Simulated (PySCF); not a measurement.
# Dipole response of Si (silicon, neutral)

[Ne] 3s2 3p2, high-spin 3P determinant. All numbers are calculated (PySCF 2.14, no relativity, point nucleus, in aug-cc-pV(T+d)Z with one added diffuse shell each of s, p, d, f type (7s6p5d3f, 71 functions)). Coupled (time-dependent) response in atomic units; α is the mean over directions.

```
 method  mean α (bohr³)         α xx, yy, zz  C₆ (like pair)  S(−4)
    UHF           38.58  32.67, 41.53, 41.53           318.0  559.9
    PBE           41.87  34.13, 45.73, 45.73           344.5  788.2
   PBE0           39.93  33.14, 43.33, 43.33           327.3  660.6
  M06-L           40.17  32.83, 43.84, 43.84           334.2  679.8
r2SCAN0           39.19  32.66, 42.46, 42.46           330.6  571.5
```

S(−4) is the Cauchy moment in α(ω) = α(0) + S(−4) ω² + …

Reference α: 37.3 ± 0.7 bohr³ (recommended; Schwerdtfeger and Nagle, table of static dipole polarizabilities (2023 update)). Published C₆: 305.0 (Chu and Dalgarno (2004); Tang, Norbeck and Certain (1976)).

α(iu) at M06-L:

| u (hartree) | α(iu) (bohr³) |
| --- | --- |
| 0 | 40.17 |
| 0.0500 | 38.58 |
| 0.100 | 34.70 |
| 0.200 | 25.65 |
| 0.300 | 18.49 |
| 0.500 | 10.18 |
| 0.750 | 5.600 |
| 1.00 | 3.507 |
| 1.50 | 1.766 |
| 2.00 | 1.087 |
| 3.00 | 0.5618 |
| 5.00 | 0.2545 |

A single London oscillator, α(iu) = α/(1 + u²/ω²), gives C₆ = (3/4) ω α². Matching the computed C₆ needs ω = 4 × 334.2 / (3 × 40.17²) = 0.276 hartree.

The components differ because the open shell of this determinant is not spherical; for a pure term their mean is the scalar polarisability.
